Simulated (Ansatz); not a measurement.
Total energies of CH5In (`[CH3][InH2]`).

```xyz
7

C    -0.3358   -0.4709    0.8272
In    0.3647    0.5487   -0.9351
H    -1.4234   -0.4519    0.8951
H    -0.0116   -1.5144    0.7899
H     0.0915   -0.0244    1.7264
H    -0.7041    0.8649   -2.2587
H     2.0186    1.0481   -1.0449
```

The species carries charge 0 and has multiplicity 1. Correlated methods include outer-core shells of In, which these sets cover unevenly. In: def2 effective core potential. The structure was optimised at the PBE0-D4/def2-TZVP level. Basis def2-TZVPP, Ansatz.

RPA on PBE orbitals: Hartree–Fock energy of these orbitals -229.93698 Eh, correlation -0.77328 Eh (frozen core).

| functional | energy without D4 (Eh) | D4 term (kJ/mol) |
| --- | --- | --- |
| LDA (SPW92) | -230.49336 | – |
| PBE | -231.16191 | -8.6 |
| revPBE | -231.26668 | -25.3 |
| BLYP | -231.15184 | -18.8 |
| r2SCAN | -231.26959 | -2.0 |
| B97M-V | -231.23444 | – |
| PBE0 | -231.17304 | -7.2 |
| B3LYP | -231.30467 | -14.0 |
| r2SCANh | -231.25472 | -2.1 |
| r2SCAN0 | -231.23318 | -2.3 |
| HSE06 (plane-wave form) | -231.16840 | -6.7 |
| BHLYP | -231.11929 | -11.5 |
| CAM-B3LYP | -231.18108 | -7.3 |
| LC-ωPBE | -231.23956 | – |
| ωB97X-V | -231.19607 | – |
| ωB97M-V | -231.13801 | – |
| B2PLYP | -230.96837 | – |
| PBE-QIDH | -230.96332 | – |

B3LYP takes the VWN-RPA correlation (the form of Gaussian; ORCA's B3LYP/G). HSE06 is the plane-wave form, built on full-range PBE exchange. The double hybrids freeze the cores in their second-order part.

LC-ωPBE has ω = 0.4 bohr⁻¹.
